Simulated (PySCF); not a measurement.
C5H9O2Si (doublet state).
Geometry (GFN2-xTB, Å), atoms numbered from 1 in this order:
```xyz
17
C5H9O2Si angstrom
C     -3.2750   -0.8449    0.0419
C     -2.3768    0.1045   -0.1387
C     -0.9645   -0.1348   -0.5652
C      0.0196    0.3210    0.5164
C      1.4510    0.2559    0.0386
O      1.8078    0.3243   -1.1110
O      2.3092    0.1244    1.0438
Si     3.9511   -0.0440    1.0093
H     -4.2818   -0.6289    0.3561
H     -3.0418   -1.8840   -0.1236
H     -2.6373    1.1409    0.0351
H     -0.7514    0.4257   -1.4789
H     -0.8087   -1.1938   -0.7768
H     -0.0788   -0.2843    1.4192
H     -0.1857    1.3608    0.7905
H      4.5812    0.4710   -0.1865
H      4.2749    0.4982    2.3132
```

The hyperfine couplings belong to this conformer and change with its torsions.

The species is `C=CCCC(=O)O[SiH2]` [radical].

Method used: PySCF 2.14.0, UKS B3LYP, pcH-1 on C H O Si, non-relativistic, mean-field spin-orbit, GIAO. Isolated species at its GFN2-xTB geometry (one conformer only). Couplings are sensitive to structure, and on GFN2-xTB geometries they can be far from those on DFT ones, by a factor of two or more for some ions and for spin on atoms past the first row. Stability of the SCF solution: not tested.

Principal values of hyperfine tensors in MHz (contact, dipolar and spin–orbit terms together), for some of the nuclei:

| atom | isotope | A1 | A2 | A3 |
| --- | --- | --- | --- | --- |
| Si8 | 29Si | -697.88 | -446.56 | -445.37 |
| H16 | 1H | 70.66 | 81.16 | 88.15 |
| H17 | 1H | 60.98 | 71.17 | 78.50 |
| H15 | 1H | 2.08 | 2.19 | 4.85 |
| C4 | 13C | -1.26 | -1.04 | -0.35 |
| O6 | 17O | -5.96 | 1.40 | 2.01 |
| C5 | 13C | -1.44 | 0.14 | 3.54 |
| C3 | 13C | 0.33 | 0.38 | 0.98 |

**Question.** Split each tensor into its isotropic and traceless parts, and turn a_iso into mT with g = 2.0025.

**Answer.** a_iso is a third of the trace, T = A − a_iso, and a(mT) = a(MHz)/(g × 13.996). The tensors hold a spin–orbit part: the run splits a_iso into a_FC + a_SO, and T includes its anisotropic share.

| atom | a_iso (MHz) | a_FC | a_SO | a_iso (mT) | T1 | T2 | T3 |
| --- | --- | --- | --- | --- | --- | --- | --- |
| Si8 | -529.94 | -531.04 | 1.10 | -18.908 | -167.95 | 83.38 | 84.57 |
| H16 | 79.99 | 79.98 | 0.01 | 2.854 | -9.33 | 1.17 | 8.16 |
| H17 | 70.22 | 70.21 | 0.01 | 2.505 | -9.24 | 0.95 | 8.28 |
| H15 | 3.04 | 3.04 | 0.00 | 0.108 | -0.96 | -0.85 | 1.81 |
| C4 | -0.88 | -0.88 | 0.00 | -0.032 | -0.38 | -0.16 | 0.54 |
| O6 | -0.85 | -0.87 | 0.01 | -0.030 | -5.11 | 2.25 | 2.86 |
| C5 | 0.75 | 0.76 | -0.02 | 0.027 | -2.18 | -0.61 | 2.79 |
| C3 | 0.56 | 0.56 | 0.00 | 0.020 | -0.24 | -0.18 | 0.41 |

**Question.** What spin density at the nucleus of Si8 lies behind its contact coupling (g_N = -1.11058)?

**Answer.** a_FC = (2μ0/3) gₑ μB g_N μN ρ(0)/(2S·h) = 800.24 MHz × g_N × ρ(0)/(2S), with ρ in bohr⁻³. With a_FC = -531.04 MHz and 2S = 1, ρ(0) = 0.5975 bohr⁻³. The nuclear moment is negative, so coupling and spin density have opposite signs.

**Question.** O7 (17O, g_N = -0.75752) isn't in the table. Its spin density at the nucleus is 0.03207 bohr⁻³. What is its contact coupling?

**Answer.** By the same relation, a_FC = -19.44 MHz. The spin–orbit term adds -0.07 MHz. Its full tensor has the principal values -38.99, -10.31, -9.23 MHz.

**Question.** Name the largest traceless tensor T of the table and describe it.

**Answer.** Si8: -167.9, 83.4, 84.6 MHz (the dipolar term alone has -166.9, 83.1, 83.8), axial, in the ratio +1:+1:−2, the form that spin in one p orbital centred on that nucleus gives (the nuclear moment is negative).

**Question.** What first-order splitting does H16 cause when the field lies along A1, A2 or A3 of its tensor (g taken as isotropic, no quadrupole term)?

**Answer.** 2 lines (I = 1/2), spaced by |A_i|/(g × 13.996): 2.52, 2.90, 3.15 mT along the axes of A1, A2 and A3.
